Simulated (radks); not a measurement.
Values are calculated unless marked as measured or tabulated.
Species: Se2+. Configuration: [Ar] 3d10 4s1 4p3 (not the ground configuration).

Level of theory: scalar-relativistic Kohn-Sham, PBE, spin-polarised, spherical densities, finite nucleus; open shells are filled with parallel spins first; Fermi nuclear charge, rms radius 4.14 fm (a radial shooting solver on a logarithmic mesh with Libxc functionals).

Energy parts (eV):
total: -66083.167
kinetic: 67434.260
electron-nucleus: -158568.261
Hartree: 27426.127
exchange-correlation: -2375.292

Orbitals (lengths in bohr, moments of r in powers of bohr; r(90%) holds 90 % of the orbital's charge):
\begin{tabular}{lrrr}
orbital & occ. & eigenvalue (eV) & r(90%) \\ \hline
1s up & 1 & -12529.28 & 0.0788 \\
1s down & 1 & -12528.98 & 0.0788 \\
2s up & 1 & -1631.186 & 0.303 \\
2s down & 1 & -1631.027 & 0.303 \\
2p up & 3 & -1437.689 & 0.279 \\
2p down & 3 & -1437.439 & 0.279 \\
3s up & 1 & -237.5768 & 0.856 \\
3s down & 1 & -237.1436 & 0.855 \\
3p up & 3 & -177.0605 & 0.903 \\
3p down & 3 & -176.5630 & 0.900 \\
3d up & 5 & -77.2107 & 1.05 \\
3d down & 5 & -76.5144 & 1.03 \\
4s up & 1 & -40.0375 & 2.45 \\
4s down & 0 & -35.4550 & 2.43 \\
4p up & 3 & -27.6434 & 2.88 \\
4p down & 0 & -22.8409 & 2.91 \\
\end{tabular}

The highest occupied level is 4p up at -27.643 eV. The configuration is held as typed, so some empty levels lie below it. Spin moment in Bohr magnetons: 4. The electron density at the nucleus is 4.026e+04 e/bohr^3 (large components only).
